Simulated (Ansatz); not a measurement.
Relaxation of C2H4BNO (9 atoms, charge 0, multiplicity 1), to a largest force component of 0.015 eV/Å in at most 40 steps.

Computed with RKS r2SCAN/def2-SVP in Ansatz.

```xyz
9
Properties=species:S:1:pos:R:3:forces:R:3
C -0.295 -0.090 -1.485 -1.04 3.53 -0.19
B 0.247 0.212 -0.050 -0.74 -0.94 1.08
N -0.392 -0.480 1.143 -4.02 -2.20 -2.44
C -1.458 -1.223 0.890 2.32 0.68 0.85
O -2.378 -1.981 0.773 2.47 2.32 0.46
H -1.409 0.278 -1.521 1.64 -0.84 -0.03
H 0.252 0.546 -2.241 -0.45 -0.69 0.42
H -0.226 -1.107 -1.748 -0.11 -1.79 -0.53
H 1.172 0.968 0.126 -0.06 -0.07 0.38
```

**Question.** Where does it end, and by what steps?

**Answer.** The run converged. The force dipped under the threshold on the way, but the program's further checks kept it going. After 22 steps the energy has fallen by 0.880 eV; O5 moved furthest, 1.44 Å.

```tsv
step	energy less start (eV)	largest force component (eV/Å)	accepted
0	0.0000	4.021	yes
1	-0.5763	1.603	yes
2	-0.6657	0.743	yes
3	-0.7121	0.524	yes
4	-0.7592	0.866	yes
5	-0.8150	0.465	yes
6	-0.8325	0.142	yes
7	-0.8371	0.850	yes
8	-0.8498	0.303	yes
9	-0.8622	0.065	yes
10	-0.8576	0.689	no
11	-0.8687	0.035	yes
12	-0.8717	0.197	yes
13	-0.8728	0.198	yes
14	-0.8768	0.084	yes
15	-0.8778	0.190	yes
16	-0.8787	0.080	yes
17	-0.8793	0.009	yes
18	-0.8795	0.047	yes
19	-0.8796	0.031	yes
20	-0.8797	0.012	yes
21	-0.8798	0.011	yes
22	-0.8798	0.015	yes
```

```xyz
9
Properties=species:S:1:pos:R:3
C -0.163 0.136 -1.776
B -0.160 0.133 -0.216
N -0.874 -0.836 0.536
C -1.398 -1.547 1.350
O -1.927 -2.265 2.112
H -0.557 1.104 -2.137
H 0.876 0.104 -2.150
H -0.739 -0.679 -2.239
H 0.457 0.973 0.406
```

Whether the end is a true minimum wasn't checked by a vibrational analysis.

Run time: 52 s on 2 threads of Intel(R) Xeon(R) Processor @ 2.70GHz, on a shared host, peak memory 0.18 GiB.
